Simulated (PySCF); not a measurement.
## Working out the ionisation energy of Cu

Cu [Ar] 3d10 4s1 (2S) → Cu⁺ [Ar] 3d10 (1S). All numbers are calculated (PySCF 2.14, the spin-free X2C one-electron Hamiltonian (Gaussian nucleus), in ANO-RCC-VTZP). Frozen: [Ar]. Energies in hartree (1 hartree = 27.21139 eV):

```json
{"part": "UHF", "Cu (lower)": "-1653.149078", "Cu⁺ (upper)": "-1652.906358"}
{"part": "CCSD correlation", "Cu (lower)": "-0.448303", "Cu⁺ (upper)": "-0.417900"}
{"part": "(T)", "Cu (lower)": "-0.020279", "Cu⁺ (upper)": "-0.015972"}
```

Question: What does Hartree-Fock give?

Answer: (-1652.906358) − (-1653.149078) = 0.242720 hartree = 6.605 eV.

Question: What do CCSD and CCSD(T) give?

Answer: The CCSD correlation energies differ by 0.030403 hartree = 0.827 eV and the triples by 0.004307 hartree = 0.117 eV, so CCSD gives 7.432 eV and CCSD(T) 7.549 eV.

Measured between the centres of the two terms (NIST): 7.726 eV, so CCSD(T) (valence) is off by -0.177 eV.

What remains against the reference includes basis incompleteness, the frozen core and higher excitations.
